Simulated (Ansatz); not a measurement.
C3H7NOSi, SMILES N#C[C@H](C)[SiH2]O.

The structure is a stationary point at B3LYP-D3(BJ)/def2-SVP. The structure was generated by enumeration; whether it is a known compound was not checked. The values are those of a single conformer.

Two levels are set side by side: PBE/def2-SVPD (Ansatz, an electronic-structure program) and PBE0/def2-SVPD (Ansatz). Energy differences of separate SCF runs at the same geometry; the states with an electron removed or added have multiplicity 2 and 2. Differences are taken from unrounded values.

| quantity | PBE0 |
|---|---|
| vertical ionisation energy (eV) | 10.51 |
| vertical singlet–triplet gap (eV) | 6.23 |

Q: What does PBE give, and how far is it from PBE0? (The exact figures need the calculation; the answer reports its results.)

A: 
```
quantity                             PBE  PBE minus PBE0
---------------------------------  -----  --------------
vertical ionisation energy (eV)    10.09           -0.42
vertical singlet–triplet gap (eV)   6.02           -0.21
```
